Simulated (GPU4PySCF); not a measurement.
Computed IR spectrum (relative IR intensity) of a molecule C12H10O2S. The structure is a stationary point at PBE-D3(BJ)/def2-TZVP. The values are those of a single conformer. All values below come from PBE-D3(BJ)/def2-TZVP in GPU4PySCF. Frequencies are harmonic and unscaled.

Lines under 2 % of the strongest are left out, and lines within 2 cm⁻¹ are merged.

ν (cm⁻¹): 425 (w), 544 (m), 575 (vs), 676 (w), 681 (m), 685 (w), 711 (s), 743 (m), 990 (vw), 1021 (vw), 1054 (vw), 1073 (w), 1081 (s), 1133 (vs), 1291 (m), 1313 (s), 1437 (m), 1461 (vw), 3116 (w), 3125 (w), 3134 (w), 3137 (vw) (against the strongest line: vs over 80 %, s over 45 %, m over 15 %, w over 4 %, vw less)

Which molecule gave these data?
(A) O=S(=O)(c1ccccc1)c1ccccc1
(B) C=Cc1cccc2oc(SC)c(C=O)c12
(C) CSc1cc2ccccc2cc1C(=O)O
(D) COC(=O)c1ccc2ccccc2c1S

A, O=S(=O)(c1ccccc1)c1ccccc1
